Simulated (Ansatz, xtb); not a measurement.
**Relative energy of two isomers of C5H7ClO2**

Structure a: `COC(=O)/C=C/CCl`, a singlet. Structure b: `C/C(=C/Cl)CC(=O)O`, a singlet. Both are isolated molecules in the gas phase, relaxed with r2SCAN-D4/def2-SVP; the shapes shown needn't be the lowest conformers.

a (Å):

```
atom    x (Å)    y (Å)    z (Å)
   C   0.1176  -0.7532  -3.8729
   C   0.8069  -1.2697  -1.6942
   C   0.3308  -1.6293  -0.3411
   C   1.2185  -1.8383   0.6411
   C   0.9323  -2.2048   2.0527
  Cl  -0.8078  -2.3756   2.4499
   O  -0.2347  -1.1035  -2.5358
   O   1.9634  -1.1356  -2.0317
   H   0.6781   0.1938  -3.8913
   H   0.7457  -1.5350  -4.3263
   H  -0.8269  -0.6526  -4.4203
   H  -0.7463  -1.7161  -0.1761
   H   2.2848  -1.7315   0.3950
   H   1.3482  -1.4458   2.7359
   H   1.4180  -3.1623   2.3042
```

b (Å):

```xyz
15

C    -0.2344   -0.9277   -3.0899
C    -0.5514   -0.6411   -1.6517
C    -1.7200   -1.0427   -1.1262
C     0.4851    0.0937   -0.8549
C     1.7276   -0.7248   -0.5718
Cl   -2.1925   -0.7935    0.5290
O     1.9769   -1.8253   -0.9997
O     2.5662   -0.0500    0.2405
H    -0.0315    0.0086   -3.6389
H    -1.0575   -1.4528   -3.5953
H     0.6717   -1.5520   -3.1541
H    -2.4789   -1.5724   -1.7078
H     0.8208    1.0001   -1.3933
H     0.0861    0.4438    0.1096
H     3.3377   -0.6284    0.3732
```

Question: Which of the two would you expect CCSD(T)/def2-SVP + ΔMP2/def2-TZVPP electronic energies to favour?

Answer: Structure b; the calculation gives E(b) − E(a) = −0.520 eV.

Level by level:

| level | geometry | E(b) − E(a) (eV) | departure from the last row (eV) | job, with rough time for the two |
| --- | --- | --- | --- | --- |
| r2SCAN-D4/def2-SVP | r2SCAN-D4/def2-SVP | −0.494 | +0.026 | optimisation, 1.7 min |
| HF/def2-SVP | r2SCAN-D4/def2-SVP | −0.336 | +0.185 | part of the CCSD(T) run |
| MP2/def2-SVP | r2SCAN-D4/def2-SVP | −0.623 | −0.103 | part of the CCSD(T) run |
| CCSD(T)/def2-SVP | r2SCAN-D4/def2-SVP | −0.544 | −0.024 | single point |
| CCSD(T)/def2-SVP + ΔMP2/def2-TZVPP | r2SCAN-D4/def2-SVP | −0.520 |  | single point, 2.1 min |

As drawn, b has 1 C–C, 1 O–H in place of 1 C–O, 1 C–H.

The levels shown agree on the order. The largest departure from CCSD(T)/def2-SVP + ΔMP2/def2-TZVPP is that of HF/def2-SVP, 0.185 eV. Levels run at GFN2-xTB geometries aren't shown. The last row adds to CCSD(T) the change of the MP2 difference between the two basis sets, here +0.024 eV.

With thermal terms from frequencies at re-optimised GFN2-xTB minima (ideal gas, soft modes damped towards free rotors, one conformer each, 298.15 K, 1 atm): on the last row, ΔE + ΔZPE = −0.485, ΔH = −0.497, ΔG = −0.448 eV.

The correlated steps freeze 12 core orbitals. Programs: Ansatz 0.2.0, xtb 6.7.1; the last row on 4 threads of Arm Neoverse V1 on a shared host.
